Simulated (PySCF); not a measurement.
**Computed spin Hamiltonian**

C4H9Si2 (doublet state).
Cartesian coordinates in Å at the GFN2-xTB level; atoms count from 1:
```xyz
15
C4H9Si2 angstrom
C      3.151    0.692    1.362
C      2.370    0.658    0.441
Si     1.338    0.505   -1.059
C      0.140   -0.961   -0.958
C     -0.807   -0.882    0.247
Si    -2.119    0.488    0.151
H      3.800    0.742    2.189
H      0.775    1.778   -1.497
H      0.714   -1.890   -0.896
H     -0.449   -1.024   -1.876
H     -1.324   -1.842    0.346
H     -0.214   -0.763    1.157
H     -1.489    1.810    0.194
H     -3.034    0.349    1.284
H     -2.857    0.349   -1.108
```

The hyperfine couplings belong to this conformer and change with its torsions.

The species is `C#C[SiH]CC[SiH3]` [radical].

Computed with UKS B3LYP, pcH-1 on C H Si, non-relativistic, mean-field spin-orbit, GIAO (PySCF 2.14.0). Isolated species at its GFN2-xTB geometry (one conformer only). Couplings are sensitive to structure, and on GFN2-xTB geometries they can be far from those on DFT ones, by a factor of two or more for some ions and for spin on atoms past the first row. Stability of the SCF solution: not tested.

* g1, g2, g3: 2.00210, 2.00300, 2.00416
* g_iso: 2.00309
* Form of g: rhombic: the two nearest values differ by 44 % of g3 − g1
* ⟨S²⟩: 0.7550 (exact 0.7500)
* HOMO–LUMO gap, α and β orbitals: 5.15, 5.31 eV

Hyperfine couplings atom by atom, in mT; T1 to T3 are the principal values of the dipolar part; ρ(0) is the spin density at the nucleus (MHz turned into mT with g_iso):

| atom | isotope | a_iso | of which spin–orbit | T1 | T2 | T3 | Mulliken spin population | ρ(0) (bohr⁻³) |
| --- | --- | --- | --- | --- | --- | --- | --- | --- |
| C1 | 13C | 0.58 | 0.00 | -0.55 | -0.45 | 1.00 | 0.20 | 0.0144 |
| C2 | 13C | 0.10 | 0.00 | -0.35 | -0.01 | 0.36 | -0.12 | 0.0026 |
| Si3 | 29Si | -14.89 | 0.04 | -6.02 | 3.00 | 3.02 | 0.92 | 0.4708 |
| C4 | 13C | 0.66 | 0.00 | -0.11 | -0.10 | 0.21 | -0.01 | 0.0164 |
| C5 | 13C | 1.27 | 0.00 | -0.09 | -0.08 | 0.17 | 0.02 | 0.0317 |
| Si6 | 29Si | -0.12 | 0.00 | -0.03 | 0.00 | 0.02 | 0.00 | 0.0039 |
| H7 | 1H | -0.52 | 0.00 | -0.27 | -0.03 | 0.30 | -0.01 | -0.0033 |
| H8 | 1H | 1.08 | 0.00 | -0.35 | 0.05 | 0.30 | 0.00 | 0.0067 |
| H9 | 1H | 0.27 | 0.00 | -0.14 | -0.09 | 0.23 | 0.00 | 0.0017 |
| H10 | 1H | -0.04 | 0.00 | -0.13 | -0.07 | 0.21 | 0.00 | -0.0002 |
| H11 | 1H | 0.55 | 0.00 | -0.06 | -0.03 | 0.09 | 0.01 | 0.0035 |
| H12 | 1H | 0.02 | 0.00 | -0.09 | -0.03 | 0.12 | 0.00 | 0.0001 |
| H13 | 1H | 0.09 | 0.00 | -0.06 | -0.04 | 0.10 | 0.00 | 0.0005 |
| H14 | 1H | -0.01 | 0.00 | -0.02 | -0.01 | 0.04 | 0.00 | -0.0001 |
| H15 | 1H | 0.00 | 0.00 | -0.03 | -0.02 | 0.05 | 0.00 | 0.0000 |

Largest spin populations (Mulliken): Si3 (+0.92), C1 (+0.20) and C2 (-0.12). The angles at Si3 add up to 341.8°, so it is pyramidal.

Axes: g3 points within 8° of the C1–C2 bond.

Under fast tumbling the dipolar parts average out, and these isotropic splittings remain: 1 × 1H (H8, I = 1/2, 2 lines) with 1.08 mT, 1 × 1H (H7, I = 1/2, 2 lines) with 0.52 mT, 2 × 1H (H11/H12, I = 1/2, 3 lines) with 0.28 mT and 2 × 1H (H9/H10, I = 1/2, 3 lines) with 0.12 mT.

Nuclei that the bonding pattern makes equivalent are averaged, as if the motion that swaps them (rotation, inversion, ring flip) were fast. The 1H value of +8.0 MHz is a mean of couplings from 0.5 to 15.5 MHz in this one geometry, not an average over conformers. The 1H value of +3.3 MHz is a mean of couplings from -1.0 to 7.6 MHz in this one geometry, not an average over conformers.

The 13C coupling of C5 (35.6 MHz) shows only in satellite lines or after enrichment, since that isotope makes up about 1.07 % of natural carbon.

The 29Si coupling of Si3 (-417.4 MHz) shows only in satellite lines or after enrichment, since that isotope makes up about 4.7 % of natural silicon.
